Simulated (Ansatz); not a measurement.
Predict a relaxed structure of `C=CCCCCCCCC`, charge 0, singlet, at PBE-D4/def2-SVP (Ansatz).


```xyz
30

C    -4.141   -2.108    2.654
C    -3.140   -1.216    2.541
C    -1.688   -1.514    2.798
C    -0.791   -1.431    1.545
C    -0.685   -0.037    0.919
C     0.251    0.018   -0.292
C     0.373    1.415   -0.911
C     1.247    1.490   -2.170
C     2.732    1.178   -1.947
C     3.579    1.336   -3.210
H    -5.186   -1.837    2.436
H    -3.948   -3.149    2.966
H    -3.384   -0.187    2.220
H    -1.597   -2.526    3.247
H    -1.298   -0.795    3.556
H     0.229   -1.781    1.820
H    -1.168   -2.151    0.785
H    -1.693    0.319    0.613
H    -0.332    0.686    1.690
H     1.256   -0.352    0.011
H    -0.109   -0.696   -1.068
H    -0.647    1.785   -1.157
H     0.770    2.121   -0.146
H     0.840    0.798   -2.942
H     1.161    2.509   -2.608
H     2.844    0.142   -1.557
H     3.125    1.843   -1.146
H     3.227    0.661   -4.019
H     4.647    1.103   -3.024
H     3.526    2.373   -3.604
```
 This is one stationary point.
